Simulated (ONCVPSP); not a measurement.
## Cutoff test, H (Z = 1), ONCV

| Quantity | Value |
| --- | --- |
| Element | hydrogen (H) |
| Generator | ONCVPSP 4.0.1 |
| Type | optimised norm-conserving Vanderbilt (ONCV) |
| Functional | PBE |
| Relativity | scalar-relativistic |
| Frozen core | none |
| Valence charge | 1 |
| Reference configuration | 1s1 |
| Partial waves | 1s: rc 1.20 bohr, ncon 4, nbas 8, qcut 6.7 1/bohr, 3 projectors, debl 1.7 Ha; p scattering state at 0.04 Ha: rc 0.90 bohr, ncon 5, nbas 10, qcut 10.4 1/bohr, 3 projectors, debl 2.2 Ha |
| Local potential | polynomial inside 0.60 bohr (lpopt 1, dvloc0 0 Ha) |
| Core correction | none |

**Question.** For each optimised wave give the share of its norm inside rc, the residual kinetic energy above qcut (Ha) and the cutoffs (Ha) for errors of 10, 1, 0.1 and 0.01 mHa per electron.

**Answer.**

```tsv
wave	norm inside rc	residual KE	10 mHa	1 mHa	0.1 mHa	0.01 mHa
1s	0.396	4.3e-05	7.6	14.3	20.1	63.5
s projector 2	0.099	8.3e-05	8.5	15.5	22.1	42.1
s projector 3	0.107	4.4e-04	11.5	20.1	26.3	52.9
p projector 1	0.001	3.4e-09	0.3	1.0	3.2	8.8
p projector 2	0.070	6.8e-07	5.9	11.6	24.2	38.6
p projector 3	0.078	2.2e-06	9.2	16.3	30.6	45.4
```

The occupied waves need 14 Ha and 20 Ha for 1 and 0.1 mHa. Rows with under 1 % of the norm inside rc give no meaningful cutoff.
